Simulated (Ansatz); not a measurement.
Computed with Ansatz on PBE0-D4/def2-TZVP structures; ΔE is electronic, products minus reactants. CCSD(T)/CBS is the MP2 limit (def2-TZVPP, def2-QZVPP) plus CCSD(T) − MP2 in def2-TZVPP, frozen cores. Functionals use def2-TZVPP. For Se outer-core shells are correlated without core-valence functions, which leaves a few kJ/mol of doubt a bond. Scalar relativity is left out up to krypton. Each species was taken in one conformer, which may not be the lowest.

`[SeH][SiH]1BO1` + `COC(F)F` → `COC(F)[SeH]` + `F[SiH]1BO1`  (formal exchange of groups at the Se–Si bond)

| level | ΔE (kcal/mol) |
| --- | --- |
| PBE-D4 | -7.5 |
| ωB97X-V | -9.1 |
| B2PLYP | -10.6 |
| MP2/def2-TZVPP | -11.0 |
| HF/def2-QZVPP | -8.6 |
| MP2/def2-QZVPP | -11.7 |
| SCS-MP2/def2-QZVPP | -12.2 |
| MP2/CBS(def2) | -11.8 |

Problem. What does CCSD(T)/CBS give? (An estimate is asked.)

Solution. Ansatz gave: -10.8 kcal/mol. The listed levels differ from it by 3.3, 1.7, 0.2, -0.2, 2.2, -0.9, -1.4, -1.0 kcal/mol.

Largest T1 diagnostic among the species: 0.015.

From PBE to PBE0 (25 % exact exchange), in def2-TZVPP and without D4, ΔE moves by +0.8 kcal/mol. In def2-TZVPP, CCSD(T) changes the Hartree–Fock value by −2.1 kcal/mol (the triples alone add +0.1 kcal/mol) and MP2 by −3.1 kcal/mol.
